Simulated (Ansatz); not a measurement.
Basis-set extrapolation for `[NH][Si](F)(Cl)Cl` radical (PBE0-D4/def2-TZVP geometry, frozen core, Ansatz). Multiplicity 2, UHF reference.

```tsv
	def2-TZVPP	def2-QZVPP
HF	-1362.673532	-1362.715791
MP2 correlation	-0.900546	-0.987969
CCSD(T) correlation	-0.981803	not run
```

Energies in hartree. Use E(X) = E(∞) + A·exp(−7.88·√X) for Hartree–Fock and E(X) = E(∞) + B·X^(−2.97) for correlation, with X = 3 and 4, and add CCSD(T) minus MP2 of the smaller set to the MP2 limit.

Q: What is the CCSD(T) energy at the basis-set limit?

A: HF limit: -1362.715791 + (-0.042259) × 0.13774 = -1362.72161. MP2 limit: -0.987969 + (-0.087423) × 0.74074 = -1.05273. Higher-order term: -0.981803 − (-0.900546) = -0.08126. Total: -1363.85560 hartree, 5.45 eV below CCSD(T)/def2-TZVPP.
